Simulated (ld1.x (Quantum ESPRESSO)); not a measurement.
**u(r) = r·R(r): atom against pseudo-atom (F (Z = 9))**

Columns: radius, all-electron u(r) and pseudo u(r) of the 2p shell (level -28.32 eV) of fluorine in the configuration [He] 2s2 2p4; BLYP, scalar-relativistic, ultrasoft scheme, ld1.x (Quantum ESPRESSO) 7.5.

```json
{"r (bohr)": "0.070", "all-electron": "0.0842", "pseudo": "0.0140"}
{"r (bohr)": "0.140", "all-electron": "0.2523", "pseudo": "0.0548"}
{"r (bohr)": "0.210", "all-electron": "0.4326", "pseudo": "0.1195"}
{"r (bohr)": "0.280", "all-electron": "0.5942", "pseudo": "0.2035"}
{"r (bohr)": "0.350", "all-electron": "0.7256", "pseudo": "0.3007"}
{"r (bohr)": "0.420", "all-electron": "0.8250", "pseudo": "0.4045"}
{"r (bohr)": "0.490", "all-electron": "0.8944", "pseudo": "0.5079"}
{"r (bohr)": "0.560", "all-electron": "0.9375", "pseudo": "0.6045"}
{"r (bohr)": "0.630", "all-electron": "0.9582", "pseudo": "0.6887"}
{"r (bohr)": "0.700", "all-electron": "0.9611", "pseudo": "0.7564"}
{"r (bohr)": "0.770", "all-electron": "0.9500", "pseudo": "0.8050"}
{"r (bohr)": "0.840", "all-electron": "0.9284", "pseudo": "0.8336"}
{"r (bohr)": "0.910", "all-electron": "0.8992", "pseudo": "0.8429"}
{"r (bohr)": "0.980", "all-electron": "0.8645", "pseudo": "0.8351"}
{"r (bohr)": "1.050", "all-electron": "0.8262", "pseudo": "0.8134"}
{"r (bohr)": "1.120", "all-electron": "0.7857", "pseudo": "0.7817"}
{"r (bohr)": "1.190", "all-electron": "0.7442", "pseudo": "0.7436"}
{"r (bohr)": "1.260", "all-electron": "0.7024", "pseudo": "0.7025"}
{"r (bohr)": "1.330", "all-electron": "0.6609", "pseudo": "0.6610"}
{"r (bohr)": "1.400", "all-electron": "0.6204", "pseudo": "0.6204"}
{"r (bohr)": "1.470", "all-electron": "0.5810", "pseudo": "0.5810"}
{"r (bohr)": "1.540", "all-electron": "0.5431", "pseudo": "0.5431"}
{"r (bohr)": "1.610", "all-electron": "0.5068", "pseudo": "0.5068"}
{"r (bohr)": "1.680", "all-electron": "0.4722", "pseudo": "0.4722"}
{"r (bohr)": "1.750", "all-electron": "0.4394", "pseudo": "0.4394"}
{"r (bohr)": "1.820", "all-electron": "0.4084", "pseudo": "0.4084"}
```

(1) How many radial nodes do the two functions have?

(2) At about which radius was the pseudo-wave matched?

(3) Is the pseudo-wave norm-conserving?

Results:

(1) The all-electron 2p function has n − l − 1 = 0; the pseudo-wave has 0.

(2) 1.40 bohr. The columns agree to 0.0005 from 1.26 bohr on; several derivatives are matched, so the curves merge somewhat inside the radius.

(3) No, it belongs to an ultrasoft set: the norm inside the radius is not constrained, and the difference is carried by the augmentation charge.
